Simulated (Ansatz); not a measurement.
Reaction (cleavage of the B–Si bond): `FC[SiH2]BS` + `O[SiH2]F` → `F[SiH2]OBS` + `FC[SiH3]`

Gas-phase electronic energies from Ansatz, PBE0-D4/def2-TZVP geometries. CBS: MP2 limit from def2 TZ/QZ plus the TZ coupled-cluster correction, frozen cores. DFT in def2-TZVPP. B3LYP here is the variant with VWN-RPA as its local correlation; programs differ in this. Each species was taken in one conformer, which may not be the lowest.

```
             level  ΔE (kJ/mol)  difference from CCSD(T)/CBS
            PBE-D4       -114.0                         11.3
         r2SCAN-D4       -125.4                         -0.1
           PBE0-D4       -119.1                          6.2
          B3LYP-D4       -132.8                         -7.5
           ωB97X-V       -127.8                         -2.5
           ωB97M-V       -130.6                         -5.3
            B2PLYP       -132.8                         -7.5
               PBE       -114.0                         11.3
            r2SCAN       -125.4                         -0.1
              PBE0       -119.2                          6.1
             B3LYP       -132.7                         -7.4
     HF/def2-TZVPP       -150.8                        -25.5
    MP2/def2-TZVPP       -130.0                         -4.7
SCS-MP2/def2-TZVPP       -133.5                         -8.2
   CCSD/def2-TZVPP       -129.4                         -4.1
CCSD(T)/def2-TZVPP       -126.6                         -1.3
     HF/def2-QZVPP       -152.2                        -26.9
    MP2/def2-QZVPP       -129.7                         -4.4
SCS-MP2/def2-QZVPP       -133.2                         -7.9
      HF/CBS(def2)       -152.4                        -27.1
     MP2/CBS(def2)       -128.7                         -3.4
    CCSD/CBS(def2)       -128.2                         -2.9
       CCSD(T)/CBS       -125.3                            0
```

Largest T1 diagnostic among the species: 0.014.

From PBE to PBE0 (25 % exact exchange), in def2-TZVPP and without D4, ΔE moves by −5.1 kJ/mol. In def2-TZVPP, CCSD(T) changes the Hartree–Fock value by +24.2 kJ/mol (the triples alone add +2.9 kJ/mol) and MP2 by +20.8 kJ/mol.
